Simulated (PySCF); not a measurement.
One elementary step

Start structure (GaNH₄, singlet), relaxed at PBE0-D4/def2-TZVP:

```xyz
6
angstrom
Ga 0.0260 -0.7651 0.3869
H 1.3448 -1.1274 1.1397
N -0.0296 0.8544 -0.4267
H 0.7297 1.5135 -0.4183
H -1.2482 -1.6590 0.2646
H -0.8215 1.2006 -0.9407
```

The step: GaNH₄ ([NH2][GaH2]) → GaNH₂ ([NH][GaH]) + H₂; bonds formed: H2–H4; bonds broken: Ga1–H2, N3–H4. Computed with PySCF 2.14 with density fitting (its default auxiliary sets; JK sets also for MP2 and CCSD(T)) (basis: def2-TZVPP and def2-QZVPP); correlated methods freeze the cores. Filled d shells of the heavier atoms are correlated. The def2 sets are not built for correlating such inner shells, so the correlated values are less sure here. Extrapolation: Hartree–Fock as exp(−7.88 √X), correlation as X^−2.97. Energies below are by CCSD(T) at an estimated basis limit (MP2 extrapolated from triple and quadruple zeta, plus CCSD(T) − MP2 in triple zeta).

(1) What are the electronic barrier and the energy of the step, from the start structure to the end structure? (Judge from chemistry; the value comes from the calculation.)

No T1 diagnostic of these runs exceeds 0.025. The restricted Hartree–Fock reference is unstable towards an unrestricted one at one or more of these structures.

## Answers

(1) Computed: Barrier 76.63 kcal/mol; step energy 58.30 kcal/mol (uphill); reverse barrier, their difference, 18.33 kcal/mol. Barrier and step energy count from the start structure, the reverse barrier from the end structure.

The saddle point: One imaginary mode of 1332i cm⁻¹.
```tsv
pair	start (Å)	saddle (Å)	end (Å)
H2–H4	3.13	0.94	0.75
Ga1–H2	1.56	1.93	3.10
N3–H4	1.01	1.47	2.75
```

Zero-point energy (harmonic, PBE0-D4): ZPE is 24.32 kcal/mol at the start and 20.10 kcal/mol at the saddle, so the barrier goes from 76.63 to 72.41 kcal/mol.

First-order rate constant out of the start structure at 298 K by transition-state theory, with harmonic vibrational free energies alone and no tunnelling: ΔA‡ = 72.49 kcal/mol, so k = (kB T/h) exp(−ΔA‡/kB T) ≈ 10^-40 s⁻¹ (an order of magnitude at best: rotation, the number of equivalent paths and anharmonicity are left out).

Labels in which every atom is bracketed show which atoms are joined, not bond orders.

For scale, one of the runs: CCSD(T)/def2-TZVPP, 135 basis functions, launched by `OMP_NUM_THREADS=4 python run.py`. Hardware: 4 CPU threads of an AMD EPYC, shared host. Wall time 2.4 min; peak host memory 0.81 GiB.
